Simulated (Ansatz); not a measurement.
Ge2TeH6⁺, that is Te(GeH3)2 with one electron fewer. Total charge 1; doublet. Geometry PBE-D4/def2-SVP, that of the neutral singlet; atoms count from 1.

| atom | x (Å) | y (Å) | z (Å) |
| --- | --- | --- | --- |
| Te1 | -1.0288 | 1.2333 | -0.9104 |
| Ge2 | -0.4188 | -1.2520 | -1.2809 |
| H3 | 1.1209 | -1.4175 | -1.3814 |
| H4 | -1.0886 | -1.6838 | -2.6094 |
| H5 | -0.9528 | -2.1158 | -0.1073 |
| Ge6 | 0.3882 | 1.2909 | 1.2519 |
| H7 | 0.1642 | 2.6811 | 1.8979 |
| H8 | 1.8915 | 1.0936 | 0.9199 |
| H9 | -0.0757 | 0.1701 | 2.2197 |

In the def2 sets Te takes a core potential; there is no spin–orbit coupling.

Q: Estimate the Mulliken populations from the PBE0/def2-TZVP orbitals of Ansatz.

A: 
| atom | charge (e) | spin (α − β) |
| --- | --- | --- |
| Te1 | 0.27 | 1.01 |
| Ge2 | 0.01 | -0.05 |
| H3 | 0.12 | 0.02 |
| H4 | 0.12 | 0.00 |
| H5 | 0.12 | 0.02 |
| Ge6 | 0.01 | -0.05 |
| H7 | 0.12 | 0.00 |
| H8 | 0.12 | 0.03 |
| H9 | 0.12 | 0.02 |
Mulliken values depend strongly on the basis.

Q: Where does the spin sit?

A: Summed by element: Te 1.01, Ge -0.10, H 0.09, of 1 unpaired in all. Largest on single atoms: Te1 1.01, Ge6 -0.05, Ge2 -0.05.

Q: And the Mayer bond orders between heavy atoms (over 0.3)?

A: Te1–Ge2 0.86 (2.59 Å); Te1–Ge6 0.86 (2.59 Å).
